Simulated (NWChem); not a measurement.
Everything below was run with NWChem. System: CH$_{3}$S, charge 0, spin multiplicity 2, at a geometry optimised with UPBE/def2-SVP. The structure started from a generated list of species. Its SCF solution wasn't tested for a lower state. Level: UBP86/def2-TZVP.

The NWChem input:

```
start mol
memory heap 200 mb stack 900 mb global 1100 mb
geometry units angstroms nocenter noautoz noautosym
  C     -1.037369     0.474993     0.087346
  S      0.499600    -0.314045    -0.038527
  H     -1.918388    -0.179361     0.048311
  H     -1.139352     1.561936    -0.025076
  H      1.288359     0.792188     0.069119
end
basis spherical
  * library def2-tzvp
end
dft
  xc becke88 perdew86
  odft
  mult 2
  semidirect memsize 60000000 filesize 0
  iterations 100
end
task dft energy
```

NWChem printed:

```
             Northwest Computational Chemistry Package (NWChem) 7.3.0
             --------------------------------------------------------

                                NWChem Input Module
                                -------------------

 Scaling coordinates for geometry "geometry" by  1.889725989
 (inverse scale =  0.529177249)

                             Geometry "geometry" -> ""
                             -------------------------

 Output coordinates in angstroms (scale by  1.889725989 to convert to a.u.)

  No.       Tag          Charge          X              Y              Z
 ---- ---------------- ---------- -------------- -------------- --------------
    1 C                    6.0000    -1.03736900     0.47499300     0.08734600
    2 S                   16.0000     0.49960000    -0.31404500    -0.03852700
    3 H                    1.0000    -1.91838800    -0.17936100     0.04831100
    4 H                    1.0000    -1.13935200     1.56193600    -0.02507600
    5 H                    1.0000     1.28835900     0.79218800     0.06911900

 Effective nuclear repulsion energy (a.u.)      50.2114547713

            Nuclear Dipole moment (a.u.)
            ----------------------------
        X                 Y               Z
 ---------------- ---------------- ----------------
     0.0000094486     0.0000018897    -0.0000037795


 Summary of "ao basis" -> "" (spherical)
 ------------------------------------------------------------------------------
       Tag                 Description            Shells   Functions and Types
 ---------------- ------------------------------  ------  ---------------------
 *                         def2-tzvp                  on all atoms

  perdew86 is a nonlocal functional; adding perdew81 local functional.

                                 NWChem DFT Module
                                 -----------------

 Summary of "ao basis" -> "ao basis" (spherical)
 ------------------------------------------------------------------------------
       Tag                 Description            Shells   Functions and Types
 ---------------- ------------------------------  ------  ---------------------
 C                         def2-tzvp                11       31   5s3p2d1f
 S                         def2-tzvp                13       37   5s5p2d1f
 H                         def2-tzvp                 4        6   3s1p

 Summary of "ao basis" -> "ao basis" (spherical)
 ------------------------------------------------------------------------------
       Tag                 Description            Shells   Functions and Types
 ---------------- ------------------------------  ------  ---------------------
 C                         def2-tzvp                11       31   5s3p2d1f
 S                         def2-tzvp                13       37   5s5p2d1f
 H                         def2-tzvp                 4        6   3s1p

            General Information
            -------------------
          SCF calculation type: DFT
          Wavefunction type:  spin polarized.
          No. of atoms     :     5
          No. of electrons :    25
           Alpha electrons :    13
            Beta electrons :    12
          Charge           :     0
          Spin multiplicity:     2
          Use of symmetry is: off; symmetry adaption is: off
          Maximum number of iterations: 100
          AO basis - number of functions:    86
                     number of shells:    36
          Convergence on energy requested:  1.00D-06
          Convergence on density requested:  1.00D-05
          Convergence on gradient requested:  5.00D-04

              XC Information
              --------------
                    Becke 1988 Exchange Functional  1.000
                Perdew 1981 Correlation Functional  1.000 local
                Perdew 1986 Correlation Functional  1.000 non-local

             Grid Information
             ----------------
          Grid used for XC integration:  medium
          Radial quadrature: Mura-Knowles
          Angular quadrature: Lebedev.
          Tag              B.-S. Rad. Rad. Pts. Rad. Cut. Ang. Pts.
          ---              ---------- --------- --------- ---------
          C                   0.70       49           8.0       434
          S                   1.00       88           9.0       590
          H                   0.35       45          10.0       434
          Grid pruning is: on
          Number of quadrature shells:   272
          Spatial weights used:  Erf1

          Convergence Information
          -----------------------
          Convergence aids based upon iterative change in
          total energy or number of iterations.
          Levelshifting, if invoked, occurs when the
          HOMO/LUMO gap drops below (HL_TOL):  1.00D-02
          DIIS, if invoked, will attempt to extrapolate
          using up to (NFOCK): 10 stored Fock matrices.

                    Damping( 0%)  Levelshifting(0.5)       DIIS
                  --------------- ------------------- ---------------
          dE  on:    start            ASAP                start
          dE off:    2 iters        100 iters           100 iters

      Screening Tolerance Information
      -------------------------------
          Density screening/tol_rho:  1.00D-10
          AO Gaussian exp screening on grid/accAOfunc:  14
          CD Gaussian exp screening on grid/accCDfunc:  20
          XC Gaussian exp screening on grid/accXCfunc:  20
          Schwarz screening/accCoul:  1.00D-08

      Superposition of Atomic Density Guess
      -------------------------------------
[...]
    48      0.401420  2 S  pz                51      0.236593  2 S  pz
     8      0.233426  1 C  pz                11      0.213989  1 C  pz
    45      0.185061  2 S  pz                39     -0.154841  2 S  pz
    14      0.123356  1 C  pz                47     -0.120710  2 S  py
    50     -0.078631  2 S  py                42     -0.068718  2 S  pz

 Vector   13  Occ=1.000000D+00  E=-1.524992D-01
              MO Center= -4.1D-01,  1.8D-01,  6.7D-02, r^2= 2.3D+00
   Bfn.  Coefficient  Atom+Function         Bfn.  Coefficient  Atom+Function
  ----- ------------  ---------------      ----- ------------  ---------------
     8      0.366151  1 C  pz                51     -0.367873  2 S  pz
    14      0.352851  1 C  pz                11      0.338478  1 C  pz
    48     -0.327291  2 S  pz                45     -0.163234  2 S  pz
    39      0.126462  2 S  pz                60      0.063917  2 S  d  1
    42      0.056827  2 S  pz                 5      0.051532  1 C  s

 Vector   14  Occ=0.000000D+00  E=-3.074647D-02
              MO Center=  5.2D-01,  2.6D-01,  5.3D-03, r^2= 3.5D+00
   Bfn.  Coefficient  Atom+Function         Bfn.  Coefficient  Atom+Function
  ----- ------------  ---------------      ----- ------------  ---------------
    83      1.032910  5 H  s                  5     -0.829637  1 C  s
    49     -0.729933  2 S  px                77      0.581014  4 H  s
    50     -0.383238  2 S  py                36     -0.369253  2 S  s
    71      0.302677  3 H  s                 46     -0.272399  2 S  px
    82      0.270210  5 H  s                  4     -0.236569  1 C  s

 Vector   15  Occ=0.000000D+00  E= 1.582983D-02
              MO Center=  3.6D-01,  1.1D-01,  7.2D-03, r^2= 4.5D+00
   Bfn.  Coefficient  Atom+Function         Bfn.  Coefficient  Atom+Function
  ----- ------------  ---------------      ----- ------------  ---------------
    36      1.343921  2 S  s                  5     -1.113269  1 C  s
    83     -0.691172  5 H  s                 71      0.680015  3 H  s
    49     -0.660816  2 S  px                 4     -0.602408  1 C  s
    50      0.574534  2 S  py                13      0.442523  1 C  py
    12     -0.337683  1 C  px                 9     -0.269626  1 C  px

 Vector   16  Occ=0.000000D+00  E= 7.084182D-02
              MO Center= -1.4D+00, -2.0D-01,  3.8D-03, r^2= 4.3D+00
   Bfn.  Coefficient  Atom+Function         Bfn.  Coefficient  Atom+Function
  ----- ------------  ---------------      ----- ------------  ---------------
    71      2.370323  3 H  s                 12      1.256835  1 C  px
     5     -0.951010  1 C  s                 36     -0.631810  2 S  s
    49      0.518105  2 S  px                77      0.491511  4 H  s
    50     -0.363581  2 S  py                13      0.266817  1 C  py
     4     -0.238764  1 C  s                  6      0.233344  1 C  px

                     DFT Final Beta Molecular Orbital Analysis
                     -----------------------------------------

 Vector   10  Occ=1.000000D+00  E=-3.667686D-01
              MO Center= -6.9D-01,  1.7D-01,  4.3D-02, r^2= 2.2D+00
   Bfn.  Coefficient  Atom+Function         Bfn.  Coefficient  Atom+Function
  ----- ------------  ---------------      ----- ------------  ---------------
     6      0.282753  1 C  px                46     -0.277643  2 S  px
    70     -0.242846  3 H  s                  9      0.184872  1 C  px
    69     -0.157561  3 H  s                 43     -0.130615  2 S  px
    82     -0.118692  5 H  s                 37      0.110704  2 S  px
    49     -0.110621  2 S  px                 7      0.099333  1 C  py

 Vector   11  Occ=1.000000D+00  E=-3.136537D-01
              MO Center=  2.2D-01, -1.2D-01, -5.2D-02, r^2= 2.3D+00
   Bfn.  Coefficient  Atom+Function         Bfn.  Coefficient  Atom+Function
  ----- ------------  ---------------      ----- ------------  ---------------
    47      0.366562  2 S  py                36     -0.242397  2 S  s
    35     -0.238189  2 S  s                 50      0.213217  2 S  py
    44      0.179292  2 S  py                 7     -0.174981  1 C  py
    82      0.168748  5 H  s                 76     -0.167867  4 H  s
    34      0.159931  2 S  s                 38     -0.148416  2 S  py

 Vector   12  Occ=1.000000D+00  E=-2.618585D-01
              MO Center=  1.5D-01, -1.1D-01,  2.5D-02, r^2= 1.8D+00
   Bfn.  Coefficient  Atom+Function         Bfn.  Coefficient  Atom+Function
  ----- ------------  ---------------      ----- ------------  ---------------
    48      0.451127  2 S  pz                51      0.293109  2 S  pz
    45      0.208161  2 S  pz                39     -0.174541  2 S  pz
     8      0.167246  1 C  pz                11      0.145925  1 C  pz
    14      0.100731  1 C  pz                47     -0.085559  2 S  py
    42     -0.076503  2 S  pz                50     -0.059742  2 S  py

 Vector   13  Occ=0.000000D+00  E=-9.458423D-02
              MO Center= -6.0D-01,  2.7D-01,  9.0D-02, r^2= 2.4D+00
   Bfn.  Coefficient  Atom+Function         Bfn.  Coefficient  Atom+Function
  ----- ------------  ---------------      ----- ------------  ---------------
    14      0.455059  1 C  pz                 8      0.361098  1 C  pz
    51     -0.361547  2 S  pz                11      0.324386  1 C  pz
    48     -0.257309  2 S  pz                45     -0.135991  2 S  pz
    39      0.101973  2 S  pz                60      0.073794  2 S  d  1
     4      0.058229  1 C  s                  5      0.057754  1 C  s

 Vector   14  Occ=0.000000D+00  E=-2.711792D-02
              MO Center=  5.8D-01,  2.9D-01,  1.1D-02, r^2= 3.5D+00
   Bfn.  Coefficient  Atom+Function         Bfn.  Coefficient  Atom+Function
  ----- ------------  ---------------      ----- ------------  ---------------
    83      1.085701  5 H  s                  5     -0.783145  1 C  s
    49     -0.706248  2 S  px                77      0.579463  4 H  s
    36     -0.440680  2 S  s                 50     -0.411794  2 S  py
    82      0.272422  5 H  s                 46     -0.258326  2 S  px
    71      0.251116  3 H  s                  4     -0.196950  1 C  s

 Vector   15  Occ=0.000000D+00  E= 2.527223D-02
              MO Center=  3.2D-01,  7.5D-02,  4.0D-03, r^2= 4.6D+00
   Bfn.  Coefficient  Atom+Function         Bfn.  Coefficient  Atom+Function
  ----- ------------  ---------------      ----- ------------  ---------------
    36     -1.367731  2 S  s                  5      1.243959  1 C  s
    71     -0.748844  3 H  s                 49      0.735954  2 S  px
    83      0.634299  5 H  s                  4      0.624762  1 C  s
    50     -0.550759  2 S  py                13     -0.463077  1 C  py
    12      0.332973  1 C  px                 9      0.281709  1 C  px

   alpha - beta orbital overlaps
   -----------------------------

   alpha      1      2      3      4      5      6      7      8      9     10
    beta      1      2      3      4      5      6      7      8      9     10
 overlap   1.000  1.000  1.000  1.000  0.997  0.997  0.999  0.998  0.999  0.999

   alpha     11     12     13     14     15     16     17     18     19     20
    beta     11     12     13     14     15     16     17     18     19     20
 overlap   0.994  0.984  0.987  0.997  0.997  0.996  0.997  0.992  0.986  0.954

   alpha     21     22     23     24     25     26     27     28     29     30
    beta     21     22     23     24     25     27     26     28     29     30
 overlap   0.936  0.979  0.980  0.928  0.905  0.970  0.969  0.995  0.994  0.998

   alpha     31     32     33     34     35     36     37     38     39     40
    beta     31     32     33     34     35     36     37     38     39     40
 overlap   0.996  0.833  0.832  0.996  0.970  0.954  0.917  0.921  0.984  0.993

   alpha     41     42     43     44     45     46     47     48     49     50
    beta     41     42     43     44     45     46     47     48     49     50
 overlap   0.954  0.771  0.805  0.912  0.909  0.911  0.917  0.917  0.996  0.911

   alpha     51     52     53     54     55     56     57     58     59     60
    beta     51     52     53     54     55     56     57     58     59     60
 overlap   0.911  0.999  0.991  0.992  0.999  0.997  0.994  0.995  0.997  0.992

   alpha     61     62     63     64     65     66     67     68     69     70
    beta     61     62     63     64     65     66     67     68     69     70
 overlap   0.993  0.997  0.998  0.999  0.998  0.999  0.960  0.961  0.982  0.982

   alpha     71     72     73     74     75     76     77     78     79     80
    beta     71     72     73     74     75     76     77     78     79     80
 overlap   0.999  0.991  0.992  0.999  0.993  0.990  0.983  0.995  1.000  1.000

   alpha     81     82     83     84     85     86
    beta     81     82     83     84     85     86
 overlap   1.000  1.000  1.000  1.000  1.000  1.000

     --------------------------
     Expectation value of S2:
     --------------------------
      <S2> =      0.7538 (Exact =     0.7500)

 center of mass
 --------------
 x =   0.07003071 y =  -0.08641178 z =  -0.00364146

 moments of inertia (a.u.)
 ------------------
          32.256137487014          40.237792441599           5.978780301333
          40.237792441599          98.797385355869          -3.169454878632
           5.978780301333          -3.169454878632         130.006235135427

     Multipole analysis of the density
     ---------------------------------

     L   x y z        total         alpha         beta         nuclear
     -   - - -        -----         -----         ----         -------
     0   0 0 0     -0.000000    -13.000000    -12.000000     25.000000

     1   1 0 0      0.070451      0.611540     -0.541098      0.000009
     1   0 1 0      0.329828     -0.097456      0.427282      0.000002
     1   0 0 1     -0.047509     -0.119560      0.072055     -0.000004

     2   2 0 0    -13.610667    -39.679367    -34.955838     61.024538
     2   1 1 0      1.052721     11.984932     10.071706    -21.003917
     2   1 0 1      0.220567      1.878178      1.294546     -2.952157
     2   0 2 0    -14.162269    -18.629263    -17.070361     21.537355
     2   0 1 1     -0.009059     -0.949943     -0.664106      1.604989
     2   0 0 2    -17.156890    -10.031081     -7.401729      0.275920

 Task  times  cpu:        4.5s     wall:        4.5s

 Total times  cpu:        4.5s     wall:        4.5s
```
